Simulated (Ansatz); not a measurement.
Reaction (substitution at a C–N bond): `C=CC[N]([GeH3])CC=C` + `C=CS` → `C=CCSC=C` + `C=CC[NH][GeH3]`

Gas-phase electronic energies from Ansatz, PBE0-D4/def2-TZVP geometries. CCSD(T)/CBS adds triple-zeta CCSD(T) − MP2 to the extrapolated MP2 energy (def2 sets, frozen cores). This one scheme is used for every species. Functionals use def2-TZVPP. B3LYP here is the variant with VWN-RPA as its local correlation; programs differ in this. For Ge outer-core shells are correlated without core-valence functions, which leaves a few kJ/mol of doubt a bond. Scalar relativity is left out up to krypton. Each species was taken in one conformer, which may not be the lowest.

```tsv
level	ΔE (kJ/mol)	difference from CCSD(T)/CBS
r2SCAN-D4	-35.3	-1.9
B3LYP-D4	-29.7	3.7
ωB97X-V	-29.2	4.2
B2PLYP	-39.3	-5.9
PBE0	-40.9	-7.5
B3LYP	-43.6	-10.2
HF/def2-TZVPP	-42.7	-9.3
MP2/def2-TZVPP	-32.2	1.2
SCS-MP2/def2-TZVPP	-33.3	0.1
CCSD/def2-TZVPP	-29.5	3.9
CCSD(T)/def2-TZVPP	-28.7	4.7
HF/def2-QZVPP	-43.2	-9.8
SCS-MP2/def2-QZVPP	-36.3	-2.9
HF/CBS(def2)	-43.3	-9.9
MP2/CBS(def2)	-36.9	-3.5
CCSD/CBS(def2)	-34.3	-0.9
CCSD(T)/CBS	-33.4	0
```

Largest T1 diagnostic among the species: 0.012.

The D4 term adds +13.9 kJ/mol with B3LYP and +8.4 kJ/mol with PBE0; it sums over pairs of atoms, weighted by their polarisabilities, and B3LYP, whose exchange is more repulsive, gets the larger term. In def2-TZVPP, CCSD(T) changes the Hartree–Fock value by +14.0 kJ/mol (the triples alone add +0.9 kJ/mol) and MP2 by +10.5 kJ/mol.

CCSD(T)/CBS has its own doubt, a few kJ/mol and more with outer-core shells, so smaller differences from it don't rank the levels.
